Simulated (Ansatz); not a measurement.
The same molecule with X = B, Al, In. Ansatz, PBE0-D4/def2-TZVP geometries, multiplicity 1.

Elements past krypton have def2 core potentials. Scalar relativity is left out up to krypton.

```csv
X,molecule,mean X–C bond length / Å,mean X–F bond length / Å,mean X–Ge bond length / Å,HOMO–LUMO gap (B3LYP/def2-TZVPP) / eV,HOMO energy (ωB97M-V/def2-TZVPP) / eV,HOMO–LUMO gap (PBE0/def2-TZVPP) / eV
B,`C[B](F)[GeH3]`,1.555,1.329,2.089,6.37,-10.04,6.78
Al,`[CH3][Al]([F])[GeH3]`,1.940,1.656,2.472,5.82,-9.59,6.22
```

Question: Give the row for X = In, `[CH3][In]([F])[GeH3]`. (An estimate is asked.)

Answer: Ansatz gave: 
```csv
X,molecule,mean X–C bond length / Å,mean X–F bond length / Å,mean X–Ge bond length / Å,HOMO–LUMO gap (B3LYP/def2-TZVPP) / eV,HOMO energy (ωB97M-V/def2-TZVPP) / eV,HOMO–LUMO gap (PBE0/def2-TZVPP) / eV
In,`[CH3][In]([F])[GeH3]`,2.139,1.974,2.592,5.39,-9.50,5.87
```

From B to In the mean X–C bond length rises at each step, by 0.584 Å in all; the mean X–F bond length rises at each step, by 0.645 Å in all; the mean X–Ge bond length rises at each step, by 0.503 Å in all; the HOMO–LUMO gap (B3LYP/def2-TZVPP) falls at each step, by 0.98 eV in all; the HOMO energy (ωB97M-V/def2-TZVPP) rises at each step, by 0.54 eV in all; the HOMO–LUMO gap (PBE0/def2-TZVPP) falls at each step, by 0.91 eV in all. Bonds lengthen as the atom grows down the group.

B3LYP here is the variant with VWN-RPA as its local correlation; programs differ in this.
